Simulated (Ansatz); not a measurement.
Two members of one family (Same ligands, another metal), computed with Ansatz in the gas phase. The two geometries come from different levels. HOMO and LUMO are taken over both spins. Singlets are spin-restricted. The spins of the ions were chosen, not always searched. A dash marks a value that wasn't run or was left out as unsound. The structures are stationary points that may keep the symmetry of their start. Remarks come from the PBE and PBE0 runs and from stability tests at other levels; not every state was tested. A HOMO above zero means that the electron is unbound at that level and held by the basis, or that self-interaction error raises the level; the energy of removing that electron tells which.

First: ScCl3 (singlet, charge 0, B3LYP-D4/def2-SVP geometry).

```xyz
4

Sc    0.006    0.001    0.002
Cl    0.933   -1.230   -1.666
Cl   -0.685   -1.014    1.913
Cl   -0.254    2.243   -0.250
```

| level | HOMO (eV) | LUMO (eV) | gap (eV) | vertical EA (eV) |
| --- | --- | --- | --- | --- |
| PBE-D4/def2-SVP | -7.62 | -4.03 | 3.58 | – |
| PBE-D4/def2-TZVP | -7.88 | -4.19 | 3.69 | – |
| PBE-D4/def2-TZVPD | -7.92 | -4.22 | 3.70 | 1.57 |
| B97M-V/def2-TZVP | -8.31 | -4.12 | 4.19 | – |
| PBE0-D4/def2-TZVPD | -9.28 | -3.28 | 6.00 | 1.69 |

Metal–donor distances: 3 × Cl 2.27 Å. Remarks: HOMO above zero (-1 doublet).

Second: VCl3 (triplet, charge 0, r2SCAN-D4/def2-SVP geometry; reduced ion quartet).

Cartesian coordinates in Å:
```
V -0.015 0.046 -0.027
Cl -0.606 1.829 -1.078
Cl 0.421 -1.826 -1.016
Cl 0.200 -0.049 2.121
```

Task: Estimate the same table for the second.

Result: 
```csv
level,HOMO (eV),LUMO (eV),gap (eV),vertical EA (eV)
PBE-D4/def2-SVP,-5.43,-5.07,0.36,–
PBE-D4/def2-TZVP,-5.63,-5.26,0.37,–
PBE-D4/def2-TZVPD,-5.69,-5.32,0.37,2.21
B97M-V/def2-TZVP,-6.52,-5.08,1.44,–
PBE0-D4/def2-TZVPD,-8.06,-4.18,3.88,2.60
```

Metal–donor distances: 3 × Cl 2.15 to 2.16 Å. Remarks: restricted SCF unstable (singlet), HOMO above zero (-1 quartet).
